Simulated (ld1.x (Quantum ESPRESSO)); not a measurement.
**Which change was made? (Pb, RRKJ)**

- Element: Pb (Z = 82)
- Generator: ld1.x (Quantum ESPRESSO) 7.5
- Type: norm-conserving RRKJ (Kleinman–Bylander form)
- Functional: revPBE
- Relativity: non-relativistic
- Frozen core: [Xe] 4f14 5d10
- Valence charge: 4
- Reference configuration: 6s2 6p2
- Partial waves: 6p (bound): rc 1.95 bohr; 6s (bound): rc 2.40 bohr
- Local potential: the s channel
- Core correction: none

Cutoffs, loose and tight: the cutoffs (Ry, on a coarse ladder) from which the occupation-weighted sum of valence levels, in a spherical-Bessel basis at the reference potential, stays within 10 and 1 mRy of its value at 400 Ry. They do not see the model core or the augmentation charge, which bear on the density cutoff. Test errors are all-electron minus pseudo excitation energies from the reference, over the configurations 6s2 6p1; 6s2 6p0; 6s1 6p0; 6s2 6p2.3; 6s0 6p4; 6s2 6p1.5; 6s1 6p2; variants that change the core or the reference have their own tests.

The base gives: outcome: generated; cutoff, loose: 30 Ry; cutoff, tight: 35 Ry; bound ghosts: p; largest test error (meV): +142.

(1) After one change the result is: outcome: generated; cutoff, loose: 30 Ry; cutoff, tight: 35 Ry; bound ghosts: p; largest test error (meV): +33. Which change was it?
A. wave 6s (bound): rc 2.40 bohr becomes 6s (bound): rc 3.64 bohr
B. wave 6s (bound): rc 2.40 bohr becomes 6s (bound): rc 3.22 bohr
C. wave 6s (bound): rc 2.40 bohr becomes 6s (bound): rc 1.64 bohr

Answers

(1) A. The others give: wave 6s (bound): rc 2.40 bohr becomes 6s (bound): rc 3.22 bohr → outcome: generated; cutoff, loose: 30 Ry; cutoff, tight: 35 Ry; bound ghosts: p; largest test error (meV): +76 | wave 6s (bound): rc 2.40 bohr becomes 6s (bound): rc 1.64 bohr → outcome: generated; cutoff, loose: 35 Ry; cutoff, tight: 120 Ry; bound ghosts: p; largest test error (meV): +136.
